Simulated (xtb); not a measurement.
xtb input for In(H)(NH2)2 (H5InN2), SMILES [NH2][InH][NH2], GFN2-xTB. 

```
$ xtb mol.xyz --gfn 2 --sp --chrg 0 --uhf 0 --json
$ cat mol.xyz
8

In    -0.15722825    -0.12820957    -0.18032726
H     -1.31107359    -0.88175097    -1.18506143
N      0.18748021     1.87463946    -0.29594073
H      0.12820307     2.28661925    -1.22081430
H      1.08685805     2.13956458     0.09441663
N      0.60849763    -1.08492563     1.44550867
H      1.50095040    -0.70162079     1.74159689
H      0.72740147    -2.08854025     1.35892260
```

Program output:

```
[banner left out]
          |                Calculation Setup                |
           -------------------------------------------------



           -------------------------------------------------
          |                 G F N 2 - x T B                 |
           -------------------------------------------------

        Reference                      10.1021/acs.jctc.8b01176
      * Hamiltonian:
        H0-scaling (s, p, d)           1.850000    2.230000    2.230000
        zeta-weighting                 0.500000
      * Dispersion:
        s8                             2.700000
        a1                             0.520000
        a2                             5.000000
        s9                             5.000000
      * Repulsion:
        kExp                           1.500000    1.000000
        rExp                           1.000000
      * Coulomb:
        alpha                          2.000000
        third order                    shell-resolved
        anisotropic                    true
        a3                             3.000000
        a5                             4.000000
        cn-shift                       1.200000
        cn-exp                         4.000000
        max-rad                        5.000000


          ...................................................
          :                      SETUP                      :
          :.................................................:
          :  # basis functions                  23          :
          :  # atomic orbitals                  22          :
          :  # shells                           12          :
          :  # electrons                        18          :
          :  max. iterations                   250          :
          :  Hamiltonian                  GFN2-xTB          :
          :  restarted?                      false          :
          :  GBSA solvation                  false          :
          :  PC potential                    false          :
          :  electronic temp.          300.0000000     K    :
          :  accuracy                    1.0000000          :
          :  -> integral cutoff          0.2500000E+02      :
          :  -> integral neglect         0.1000000E-07      :
          :  -> SCF convergence          0.1000000E-05 Eh   :
          :  -> wf. convergence          0.1000000E-03 e    :
          :  Broyden damping             0.4000000          :
          :  net charge                          0          :
          :  unpaired electrons                  0          :
          ...................................................

 iter      E             dE          RMSdq      gap      omega  full diag
   1     -9.4704886 -0.947049E+01  0.150E+01    2.36       0.0  T
   2     -9.6097404 -0.139252E+00  0.796E+00    4.19       1.0  T
   3     -9.6399994 -0.302590E-01  0.554E+00    3.21       1.0  T
   4     -9.6417049 -0.170544E-02  0.110E+00    3.21       1.0  T
   5     -9.6427272 -0.102226E-02  0.162E-01    3.34       1.0  T
   6     -9.6427333 -0.614310E-05  0.340E-02    3.33       1.0  T
   7     -9.6427332  0.840318E-07  0.238E-02    3.34       1.5  T
   8     -9.6427337 -0.483596E-06  0.104E-02    3.34       3.4  T
   9     -9.6427338 -0.863634E-07  0.256E-03    3.34      13.8  T
  10     -9.6427338 -0.452474E-10  0.150E-03    3.34      23.6  T
  11     -9.6427338 -0.176538E-08  0.258E-04    3.34     137.1  T
  12     -9.6427338 -0.104929E-10  0.210E-05    3.34    1683.4  T

   *** convergence criteria satisfied after 12 iterations ***

         #    Occupation            Energy/Eh            Energy/eV
      -------------------------------------------------------------
         1        2.0000           -0.5911373             -16.0857
       ...           ...                  ...                  ...
         3        2.0000           -0.5495422             -14.9538
         4        2.0000           -0.5024058             -13.6712
         5        2.0000           -0.4975793             -13.5398
         6        2.0000           -0.4390816             -11.9480
         7        2.0000           -0.4271412             -11.6231
         8        2.0000           -0.3868974             -10.5280
         9        2.0000           -0.3787527             -10.3064 (HOMO)
        10                         -0.2561323              -6.9697 (LUMO)
        11                         -0.1450924              -3.9482
        12                         -0.0402606              -1.0955
        13                         -0.0295484              -0.8041
        14                          0.0089882               0.2446
       ...                                ...                  ...
        22                          0.8236358              22.4123
      -------------------------------------------------------------
                  HL-Gap            0.1226203 Eh            3.3367 eV
             Fermi-level           -0.3174425 Eh           -8.6381 eV

 SCC (total)                   0 d,  0 h,  0 min,  0.009 sec
 SCC setup                      ...        0 min,  0.000 sec (  1.958%)
 Dispersion                     ...        0 min,  0.000 sec (  0.731%)
 classical contributions        ...        0 min,  0.000 sec (  0.884%)
 integral evaluation            ...        0 min,  0.001 sec (  9.590%)
 iterations                     ...        0 min,  0.005 sec ( 63.423%)
 molecular gradient             ...        0 min,  0.002 sec ( 18.924%)
 printout                       ...        0 min,  0.000 sec (  4.219%)

         :::::::::::::::::::::::::::::::::::::::::::::::::::::
         ::                     SUMMARY                     ::
         :::::::::::::::::::::::::::::::::::::::::::::::::::::
         :: total energy              -9.557788809495 Eh    ::
         :: gradient norm              0.000232022175 Eh/a0 ::
         :: HOMO-LUMO gap              3.336669363206 eV    ::
         ::.................................................::
         :: SCC energy                -9.642731609694 Eh    ::
         :: -> isotropic ES            0.037139660747 Eh    ::
         :: -> anisotropic ES          0.002301108325 Eh    ::
         :: -> anisotropic XC          0.005855324410 Eh    ::
         :: -> dispersion             -0.002982323261 Eh    ::
         :: repulsion energy           0.084942800199 Eh    ::
         :: add. restraining           0.000000000000 Eh    ::
         :: total charge               0.000000000000 e     ::
         :::::::::::::::::::::::::::::::::::::::::::::::::::::

           -------------------------------------------------
          |                Property Printout                |
           -------------------------------------------------

    * Orbital Energies and Occupations

         #    Occupation            Energy/Eh            Energy/eV
      -------------------------------------------------------------
         1        2.0000           -0.5911373             -16.0857
         2        2.0000           -0.5831352             -15.8679
         3        2.0000           -0.5495422             -14.9538
         4        2.0000           -0.5024058             -13.6712
         5        2.0000           -0.4975793             -13.5398
         6        2.0000           -0.4390816             -11.9480
         7        2.0000           -0.4271412             -11.6231
         8        2.0000           -0.3868974             -10.5280
         9        2.0000           -0.3787527             -10.3064 (HOMO)
        10                         -0.2561323              -6.9697 (LUMO)
        11                         -0.1450924              -3.9482
        12                         -0.0402606              -1.0955
Note: The following floating-point exceptions are signalling: IEEE_UNDERFLOW_FLAG IEEE_DENORMAL
normal termination of xtb
        13                         -0.0295484              -0.8041
        14                          0.0089882               0.2446
        15                          0.0096487               0.2626
        16                          0.0330962               0.9006
        17                          0.0887017               2.4137
        18                          0.2196102               5.9759
        19                          0.2374088               6.4602
        20                          0.3097439               8.4286
       ...                                ...                  ...
        22                          0.8236358              22.4123
      -------------------------------------------------------------
                  HL-Gap            0.1226203 Eh            3.3367 eV
             Fermi-level           -0.3174425 Eh           -8.6381 eV

     #   Z          covCN         q      C6AA      α(0)
     1  49 In       2.536     0.175   278.239    31.733
     2   1 H        0.905    -0.042     3.913     3.095
     3   7 N        2.521    -0.398    30.365     8.184
     4   1 H        0.865     0.165     1.305     1.789
     5   1 H        0.869     0.168     1.286     1.776
     6   7 N        2.521    -0.398    30.366     8.184
     7   1 H        0.869     0.167     1.287     1.777
     8   1 H        0.865     0.165     1.305     1.789

 Mol. C6AA /au·bohr⁶  :       1157.751489
 Mol. C8AA /au·bohr⁸  :      76181.406794
 Mol. α(0) /au        :         58.325819


Wiberg/Mayer (AO) data.
largest (>0.10) Wiberg bond orders for each atom

 ---------------------------------------------------------------------------
     #   Z sym  total        # sym  WBO       # sym  WBO       # sym  WBO
 ---------------------------------------------------------------------------
     1  49 In   2.927 --     3 N    1.035     6 N    1.035     2 H    0.697
     2   1 H    0.998 --     1 In   0.697     6 N    0.149     3 N    0.149
     3   7 N    3.175 --     1 In   1.035     4 H    0.933     5 H    0.927
                             2 H    0.149     6 N    0.129
     4   1 H    0.973 --     3 N    0.933
     5   1 H    0.972 --     3 N    0.927
     6   7 N    3.175 --     1 In   1.035     8 H    0.933     7 H    0.927
                             2 H    0.149     3 N    0.129
     7   1 H    0.972 --     6 N    0.927
     8   1 H    0.973 --     6 N    0.933
 ---------------------------------------------------------------------------

Topologies differ in total number of bonds
Writing topology from bond orders to xtbtopo.mol

molecular dipole:
                 x           y           z       tot (Debye)
 q only:        0.539      -0.049      -0.206
   full:        0.884      -0.190      -0.520       2.651
molecular quadrupole (traceless):
                xx          xy          yy          xz          yz          zz
 q only:        0.362       0.478       0.869       1.086      -1.564      -1.231
  q+dip:        1.153       1.252       1.113       2.315      -2.327      -2.266
   full:        2.648       0.364      -0.236       0.053      -1.853      -2.411


           -------------------------------------------------
          | TOTAL ENERGY               -9.557788809495 Eh   |
          | GRADIENT NORM               0.000232022175 Eh/α |
          | HOMO-LUMO GAP               3.336669363206 eV   |
           -------------------------------------------------

------------------------------------------------------------------------
------------------------------------------------------------------------
 total:
 SCF:
```

Self-consistency was reached.
